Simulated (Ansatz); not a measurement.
Computed with Ansatz on PBE0-D4/def2-TZVP structures; ΔE is electronic, products minus reactants. CBS: MP2 limit from def2 TZ/QZ plus the TZ coupled-cluster correction, frozen cores. Functionals use def2-TZVPP. Each species was taken in one conformer, which may not be the lowest.

Consider the ligand exchange at the Si–C bond: `N[SiH2]C[SiH2]N` + `N[SiH](O)S` → `N[SiH2]S[SiH](N)O` + `C[SiH2]N`.

(1) Is it downhill or uphill in electronic energy at CCSD(T)/CBS, and by how much? (Estimate.)

(2) What do these levels give: r2SCAN-D4, PBE0-D4, ωB97X-V, r2SCAN, PBE0, CCSD(T)/def2-TZVPP? (Best estimate.)

Largest T1 diagnostic among the species: 0.012.

Results:

(1) The calculation gave: Downhill: ΔE = -74.8 kJ/mol.

(2) Computed: r2SCAN-D4 -79.2, PBE0-D4 -78.7, ωB97X-V -72.6, r2SCAN -79.3, PBE0 -78.5, CCSD(T)/def2-TZVPP -71.4 kJ/mol.

In def2-TZVPP, CCSD(T) changes the Hartree–Fock value by −4.1 kJ/mol (the triples alone add −2.8 kJ/mol) and MP2 by −9.1 kJ/mol.
